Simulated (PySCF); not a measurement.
## Molecular orbitals of GaBr

PBE0 at R = 2.380 Å; Ga cc-pVTZ-PP with ECP10, Br cc-pVTZ-PP with ECP10; scalar-relativistic core potentials (PySCF 2.14). State: ¹Σ⁺ (singlet), closed shell. Only the outer orbitals are listed, counted within each symmetry, core potentials removing the inner ones.

| orbital | occ. | ε (eV) | on Ga (%) | main shells (%) |
| --- | --- | --- | --- | --- |
| 7σ | 2 | -21.21 | 8 | 92 Br s |
| 8σ | 2 | -11.33 | 61 | 59 Ga s, 36 Br p |
| 5π | 2 | -8.10 | 6 | 94 Br p |
| 5π | 2 | -8.10 | 6 | 94 Br p |
| 9σ | 2 | -7.33 | 56 | 44 Br p, 37 Ga s, 18 Ga p |
| 6π | 0 | -1.74 | 95 | 95 Ga p |
| 6π | 0 | -1.74 | 95 | 95 Ga p |
| 10σ | 0 | 0.19 | 102 | 98 Ga p |

Q: Which are the highest filled and the lowest empty level, where do they sit, and how wide is the gap?

A: Highest filled 9σ at -7.33 eV (in %: 44 Br p, 37 Ga s, 18 Ga p); lowest empty 6π at -1.74 eV (in %: 95 Ga p); the gap at PBE0 is 5.59 eV.

```json
{
  "bond order (Mayer)": "1.07",
  "⟨S²⟩": "0.000",
  "charge on Ga (Mulliken, basis-dependent)": "0.34",
  "charge on Ga (Löwdin, basis-dependent)": "0.04",
  "dipole moment (positive dipole means Ga(−)Br(+))": "-2.62 D",
  "polarisability along the bond": "75.3 bohr³",
  "polarisability across the bond": "42.0 bohr³"
}
```

Shares are Mulliken populations and can fall outside 0 to 100 %.
